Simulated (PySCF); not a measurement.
C5H5ClS3.
SMILES with atom numbers: `[CH3:1][CH2:2][c:3]1[s:4][c:5](=[S:6])[s:7][c:8]1[Cl:9]` (hydrogens: H10, H11, H12 on C1; H13, H14 on C2)

Level: CAM-B3LYP/def2-SVPD in PySCF, non-relativistic, on one gas-phase PBE0-D3(BJ)/def2-SVP geometry that isn't relaxed in the solvent. The solvent is an IEF-PCM continuum (van der Waals radii × 1.2), and excitations are vertical TDDFT with non-equilibrium linear response and a frozen core. The model holds no explicit solvent molecules, cavitation or dispersion.

Gas-phase singlets (H = HOMO, L = LUMO):

```tsv
state	E (eV)	λ (nm)	f	leading configuration
S1	2.957	419	0.000	H-1→L 99%
S2	3.810	325	0.198	H→L 96%
S3	4.333	286	0.002	H→L+1 79%
S4	5.024	247	0.049	H→L+2 77%
S5	5.191	239	0.007	H-1→L+1 75%
```

Question: How does the list change in cyclohexane (ε = 2.017)?

Answer: 
```json
{"state": "S1", "E (eV)": "3.011", "λ (nm)": "412", "f": "0.000", "leading configuration": "H-1→L 99%", "change by rank (eV)": "+0.054"}
{"state": "S2", "E (eV)": "3.657", "λ (nm)": "339", "f": "0.270", "leading configuration": "H→L 97%", "change by rank (eV)": "-0.153"}
{"state": "S3", "E (eV)": "4.373", "λ (nm)": "284", "f": "0.002", "leading configuration": "H→L+1 85%", "change by rank (eV)": "+0.040"}
{"state": "S4", "E (eV)": "5.064", "λ (nm)": "245", "f": "0.061", "leading configuration": "H→L+2 80%", "change by rank (eV)": "+0.040"}
{"state": "S5", "E (eV)": "5.270", "λ (nm)": "235", "f": "0.024", "leading configuration": "H-1→L+1 77%", "change by rank (eV)": "+0.079"}
```

Question: How does the list change in chloroform (ε = 4.711)?

Answer: 
```
state  E (eV)  λ (nm)      f  leading configuration  change by rank (eV)
   S1   3.071     404  0.000              H-1→L 99%               +0.114
   S2   3.628     342  0.275                H→L 97%               -0.182
   S3   4.410     281  0.002              H→L+1 88%               +0.077
   S4   5.111     243  0.048              H→L+2 77%               +0.087
   S5   5.349     232  0.047            H-1→L+1 75%               +0.158
```

Question: The ground-state energy changes by -0.133 eV from gas to chloroform. By how much does the total energy of gas-phase S1 change?

Answer: E(S1) = E(S0) + excitation energy, so it changes by -0.133 + 0.114 = -0.019 eV: it is lowered less than the ground state, which is what a blue shift means. This is the vertical state, with the slow part of the continuum still set for S0.

Question: How do the frontier levels move from gas to chloroform?

Answer: 
```json
{"orbital": "LUMO+2", "gas (eV)": "0.22", "solvent (eV)": "0.36", "change (eV)": "+0.14"}
{"orbital": "LUMO+1", "gas (eV)": "0.03", "solvent (eV)": "0.15", "change (eV)": "+0.12"}
{"orbital": "LUMO", "gas (eV)": "-1.16", "solvent (eV)": "-1.21", "change (eV)": "-0.05"}
{"orbital": "HOMO", "gas (eV)": "-7.60", "solvent (eV)": "-7.59", "change (eV)": "+0.01"}
{"orbital": "HOMO-1", "gas (eV)": "-8.08", "solvent (eV)": "-8.22", "change (eV)": "-0.14"}
{"orbital": "HOMO-2", "gas (eV)": "-9.87", "solvent (eV)": "-9.82", "change (eV)": "+0.05"}
{"orbital": "HOMO-3", "gas (eV)": "-10.13", "solvent (eV)": "-10.04", "change (eV)": "+0.09"}
```

The HOMO–LUMO gap goes from 6.44 to 6.39 eV.

Hardware: an x86-64 server with one thread (shared host). Cost: 45 s wall. This is the whole response run at CAM-B3LYP/def2-SVPD in chloroform, SCF included.

The values belong to the conformer `[CH3:1][CH2:2][c:3]1[s:4][c:5](=[S:6])[s:7][c:8]1[Cl:9]`: C1–C2–C3–S4 -80°.
